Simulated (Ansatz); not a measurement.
Correlation energies of `[SiH3][GeH]1[S][S]1` by basis set

```xyz
8

Si   -1.165   -0.223   -0.686
Ge    1.033   -0.129    0.195
S     1.134    0.175    2.374
S     1.586    1.811    1.078
H    -1.147    0.227   -2.101
H    -1.662   -1.621   -0.618
H    -1.989    0.678    0.151
H     2.209   -0.918   -0.392
```

Charge 0, multiplicity 1. Correlated methods include outer-core shells of Ge, which these sets cover unevenly. Scalar relativity is left out up to krypton. Geometry: relaxed with PBE0-D4/def2-TZVP. Frozen core, restricted reference, Ansatz.

| basis | HF (Eh) | MP2 corr. | CCSD corr. | (T) | CCSD(T) total |
| --- | --- | --- | --- | --- | --- |
| def2-SVP | -3161.09335 | -0.57803 | -0.62281 | -0.02182 | -3161.73798 |
| def2-TZVPP | -3161.74621 | -0.72071 | -0.76767 | -0.03726 | -3162.55114 |
| def2-QZVPP | -3161.81923 | -1.02649 | – | – | – |
